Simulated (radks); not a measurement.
Spherical quantum dot in the effective-mass picture: electrons in a well V = -V0 / (1 + exp((r - R)/a)) with V0 = 6.24, R = 4.72, a = 0.52, with a point charge +1 (a donor) at the centre, all in effective atomic units (hartree* = m*/eps^2 hartree, bohr* = eps/m* bohr), one dielectric constant everywhere. Calculated with a radial shooting solver with Libxc functionals: non-relativistic Kohn-Sham, r2SCAN, spin-polarised, spherical densities, generalised Kohn-Sham scheme. Levels are named by radial order and angular momentum (1s, 1p, 1d, 2s, ...), and open shells are averaged over m.

N = 2, configuration 1s2. This is the lowest configuration that the search found. Occupied and some empty levels:

| level | occupation | eigenvalue (hartree*) | <r> (bohr*) |
|---|---|---|---|
| 1s | 2 | -5.9150 | 1.556 |
| 1p | 0 | -5.4040 | 2.354 |
| 2s | 0 | -5.1060 | 2.236 |
| 1d | 0 | -4.9610 | 2.694 |

Energy (hartree*): total -12.8006, kinetic 0.86318, external -14.216, Hartree 1.1731, exchange-correlation -0.62052.
